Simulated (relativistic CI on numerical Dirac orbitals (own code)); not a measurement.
**Hyperfine structure of Se XXX, mass number 79**

Method of calculation: Dirac-Coulomb-Breit CI, separate exchange-only KLI orbitals for each configuration, model QED (radiative potential, 1s self-energy scaled to tabulated hydrogen-like ionisation energies), unscaled Slater integrals (own radial code, finite nucleus).

Configurations in the expansion (outside the closed core 1s2): 2s2 2p, 2s 2p2, 2p3, 2p2 3s, 2p2 3p, 2p2 3d, 2s2 3s, 2s2 3p, 2s2 3d, 2s 2p 3s, 2s 2p 3p, 2s 2p 3d, 2s2 4s, 2s2 4p, 2s2 4d, 2s2 4f. Levels of other configurations are missing.

Nuclear spin I = 7/2, μ = -1.018 μN, Q = 0.8 b (tables of Stone and Pyykkö). The electronic factors are computed for point nuclear moments, without core polarisation or the Bohr-Weisskopf and QED corrections.

```csv
Level,E (cm⁻¹),A (GHz),B (GHz)
2s2 2p 2P°_1/2,0,-114.1,
2s2 2p 2P°_3/2,383504,-21.02,105
2s 2p2 4P_1/2,632036,-270.3,
2s 2p2 4P_3/2,863132,-93.39,84.5
2s 2p2 4P_5/2,987859,-101.3,-35.6
2s 2p2 2D_3/2,1260073,6.751,113
2s 2p2 2P_1/2,1347801,-2.81,
2s 2p2 2D_5/2,1422064,-95.2,141
```

Levels with J = 0, under 50 % of one LS term, or S terms without an open s electron are left out. Small factors come from cancelling terms and can be off by tens of per cent or more.

At this charge energies of transitions that change n are usually good to better than 1 %, and those within a shell (Δn = 0) to a few per cent.

Question: Give the hyperfine levels of 2s2 2p 2P°_1/2 relative to its centre of gravity.

Answer: With K = F(F + 1) − I(I + 1) − J(J + 1), E = AK/2: F = 3: 256.8, F = 4: -199.7 GHz.

LS names give the leading component of a level, which can be under half, so a name can repeat, a term be missing and a line seem to break the LS rules.
